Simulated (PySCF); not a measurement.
Species: trans-PtH(PF3)2Cl (singlet state).
Cartesian coordinates in Å at the PBE0-D3(BJ)/def2-SVP level; atoms count from 1:
```
atom  x, y, z in Å
Pt1    0.040   -0.028    0.009
H2     1.595   -0.091   -0.218
P3     0.066    2.208   -0.046
F4    -0.809    2.914   -1.134
F5     1.428    2.954   -0.287
F6    -0.414    2.961    1.240
Cl7   -2.315    0.196    0.343
P8     0.102   -2.247    0.037
F9    -0.981   -3.037    0.846
F10    1.395   -2.944    0.592
F11   -0.010   -2.972   -1.350
```

Computed with PBE0-D3(BJ)/def2-SVP geometry optimisation, gas phase, def2 core potentials past Kr (PySCF).

Which atoms are bound to Pt1, and at what distances?

4 atoms: H2 1.572 Å, P8 2.219 Å, P3 2.237 Å, Cl7 2.389 Å. The nearest atom not counted as bound is F11, at 3.24 Å.

List the angles at Pt1.

```json
{"angle": "P3–Pt1–P8", "degrees": "177.6", "distance of the outer atoms (Å)": "4.46"}
{"angle": "H2–Pt1–Cl7", "degrees": "176.9", "distance of the outer atoms (Å)": "3.96"}
{"angle": "Cl7–Pt1–P8", "degrees": "96.9", "distance of the outer atoms (Å)": "3.45"}
{"angle": "H2–Pt1–P3", "degrees": "91.4", "distance of the outer atoms (Å)": "2.77"}
{"angle": "H2–Pt1–P8", "degrees": "86.2", "distance of the outer atoms (Å)": "2.63"}
{"angle": "P3–Pt1–Cl7", "degrees": "85.5", "distance of the outer atoms (Å)": "3.14"}
```

What is the shape at Pt1?

Square planar: angles from 85.5° to 177.6°; τ4 = (360° − α − β)/141° = 0.04 with α and β the two widest (0 for a square, 1 for a tetrahedron). The Pt–P distances aren't all alike: 2.219 to 2.237 Å.

What are the other bond lengths?

P3–F4 and 5 like bonds 1.568 Å. (A selection.)

Give some angles away from the centre.

Pt1–P3–F4 117.5°, Pt1–P3–F5 119.2°, F4–P3–F5 99.4°, F4–P3–F6 100.6°.

What are the rotational constants (commonest isotopes, rigid rotor)?

A = 1244, B = 355.6, C = 314.4 MHz: a near-prolate asymmetric top.

Point group: C1 (no symmetry element, even within 0.4 Å). Charge 0, singlet. Not checked by PBE0-D3(BJ)/def2-SVP frequencies.

Hardware: Arm Neoverse V2, one thread, no GPU, shared host. Cost: 2.7 min of wall time, 0.81 GiB resident at most. These figures are those of the optimisation.
